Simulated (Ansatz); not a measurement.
`O[SiH2][O][GeH3]` → `[OH][GeH3]` + `O[SiH]` at 700 K and 1 bar (silylene formation by 1,1-elimination).

Isolated molecules relaxed with PBE0-D4/def2-TZVP in Ansatz; ΔE leaves out vibrations. CBS: MP2 limit from def2 TZ/QZ plus the TZ coupled-cluster correction, frozen cores. This one scheme is used for every species. For Ge outer-core shells are correlated without core-valence functions, which leaves a few kJ/mol of doubt a bond. Scalar relativity is left out up to krypton. One conformer a species, not always the lowest.

| species | CCSD(T)/CBS energy (Eh) | H − E (kJ/mol) | S (J/(mol·K)) |
| --- | --- | --- | --- |
| `O[SiH2][O][GeH3]` | -2519.25526 | 236.3 | 482.8 |
| `[OH][GeH3]` | -2153.69723 | 141.7 | 338.7 |
| `O[SiH]` | -365.43832 | 87.6 | 287.3 |

H − E and S are ideal-gas, rigid-rotor, harmonic terms from PBE0-D4/def2-TZVP, for one conformer and one mirror image of each species. 1 Eh = 2625.50 kJ/mol, R = 8.31446 J/(mol·K).

Problem. By hand: ΔE, ΔH, ΔS and ΔG.

Solution. ΔE = (-2153.69723) + (-365.43832) − (-2519.25526) = 0.11971 Eh = 314.3 kJ/mol. Δ(H − E) = 141.7 + 87.6 − 236.3 = -7.0, so ΔH = 307.3 kJ/mol. ΔS = 338.7 + 287.3 − 482.8 = 143.2 J/(mol·K). ΔG = 307.3 − 700 × (143.2)/1000 = 207.1 kJ/mol.

Problem. By hand: the equilibrium constant, and the temperature at which ΔG would vanish if ΔH and ΔS stayed fixed.

Solution. log₁₀ K = −ΔG/(RT ln 10) = -15.5. ΔG = 0 at ΔH/ΔS = 2146 K.

The number of gas molecules changes by +1, which sets the sign of ΔS. A doubt of 5 kJ/mol in ΔE shifts log₁₀ K by 0.4 here. Other conformers and mirror images would add mixing entropy, several J/(mol·K) or more a flexible species. Modes under 60 cm⁻¹, often nearly free rotors, make the harmonic entropy too high. These are equilibria of isolated gas molecules and say nothing of rates. Largest T1 diagnostic: 0.016 (customary marks: 0.02 for closed shells, 0.045 for open ones).
